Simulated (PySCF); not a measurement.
Radial density of Pb (lead, neutral)

r2SCAN0, [Xe] 4f14 5d10 6s2 6p2, high-spin 3P determinant. All numbers are calculated (PySCF 2.14, the spin-free X2C one-electron Hamiltonian (Gaussian nucleus), in x2c-TZVPPall with one added diffuse shell each of s, p, d, f type (12s8p7d4f, 99 functions)).

```
r (bohr)  4πr²ρ (e/bohr)  4πr²(ρα − ρβ)
  0.0129           113.8         0.0032
  0.0216           101.1         0.0097
  0.0364           138.4         0.0124
  0.0612           145.1        -0.0026
   0.103           126.8         0.0095
   0.173           125.7         0.0062
   0.291           88.13         0.0323
   0.489           65.59        -0.0012
   0.823           25.85         0.0879
    1.38           11.26         0.0143
    2.33           2.846         0.7208
    3.92          0.5962         0.4475
    6.59         0.04730         0.0458
    11.1       0.0001187         0.0001
```

Densities and radii are taken from the X2C orbitals without a picture-change correction, which distorts them close to the nucleus.

Spin-orbit coupling is strong in this species (close to jj coupling), so the high-spin LS determinant is a model state, not a physical level.

Task: Where is the radial spin density 4πr²(ρα − ρβ) most negative, and why is it negative at all?

Result: Around r = 0.0612 bohr, down to -0.0026 e/bohr: exchange with the open shell polarises the paired shells in an unrestricted calculation.
